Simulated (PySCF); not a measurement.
C₂H₅O, multiplicity 2. Atoms are numbered in the order given.

```xyz
8

C      1.2133    -0.1639    -0.0129
O      0.0025     0.0577     0.5462
C     -1.0909     0.0633    -0.3598
H      1.3441     0.0463    -1.0685
H      2.0354    -0.1087     0.6836
H     -0.9498     0.8279    -1.1306
H     -1.2011    -0.9147    -0.8368
H     -1.9829     0.2912     0.2192
```
Charge 0, spin multiplicity 2.

Geometry: B3LYP-D3(BJ)/def2-TZVP. The isomer is the one that the SMILES or the coordinates give; other isomers of the formula were not compared.

All values below come from PySCF with M06-2X/def2-TZVPD.

Mulliken values depend strongly on the basis, most of all with diffuse functions as here. ESP charges are fitted to the potential on shells at 1.4 to 2.0 van der Waals radii. Atomic charges (e):

```tsv
atom	ESP fit	Mulliken	Mulliken spin
C1	-0.42	-0.43	0.99
O2	-0.09	-0.32	0.12
C3	(withheld)	-0.57	0.04
H4	(withheld)	0.28	-0.05
H5	(withheld)	0.25	-0.05
H6	(withheld)	0.28	0.00
H7	(withheld)	0.30	-0.03
H8	(withheld)	0.20	0.00
```

**Question.** Some entries are withheld; supply them. (An estimate is asked for; the answer gives what the named calculation found.)

**Answer.** 
- C3, ESP fit: -0.28
- H4, ESP fit: 0.18
- H5, ESP fit: 0.20
- H6, ESP fit: 0.14
- H7, ESP fit: 0.14
- H8, ESP fit: 0.13
